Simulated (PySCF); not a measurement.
Two-component Hartree-Fock for Sc⁺ (scandium, charge +1)

Start: [Ar] 3d2; 3d5/2 filled at m_j = +3/2, +5/2. Calculated with PySCF 2.14 in x2c-SVPall-2c with one added diffuse shell each of s, d type (6s5p4d1f, 48 functions): generalised Hartree-Fock with the X2C-1e Hamiltonian and a Gaussian nucleus; one run each with spin-orbit coupling (SO) switched off, then screened by Boettger's factors. This is a chosen level, not necessarily the ground level.

```csv
spinor shell,electrons,"ε, spin-free (eV)","ε, screened SO (eV)",weight of nominal j (screened SO),"rms radius, screened SO (bohr)"
1s1/2,2,-4538.9,-4538.9,1.000,0.0845
2s1/2,2,-524.75,-524.76,1.000,0.370
2p1/2,2,-427.77,-430.83,0.998,0.338
2p3/2,4,-427.77,-426.27,0.999,0.340
3s1/2,2,-72.334,-72.343,1.000,1.16
3p3/2,4,-45.245,-45.671,0.856,1.29
3p1/2,2,-45.245,-44.420,0.713,1.29
3d5/2,2,-12.236,-12.232,0.898,2.16
```

| quantity | spin-free | screened SO |
| --- | --- | --- |
| E (hartree) | -762.94874 | -762.95055 |
| M_J | 4 | 4 |
| ⟨J²⟩ | 20.004 | 20.004 |
| ⟨L²⟩ | 12.003 | 12.004 |
| ⟨S²⟩ | 2.000 | 2.001 |

Each row is a mean over spinors that exchange with the open shell spreads, by up to 5.542 eV (3p3/2).

Rows whose weight is well below 1 are mixtures of j = l ± 1/2: exchange outweighs spin-orbit coupling there, and the label is only the starting occupation.

Without spin-orbit coupling the j labels of p, d and f shells carry no meaning; the spin-free column gives the mean over the occupied spinors of each nl shell.
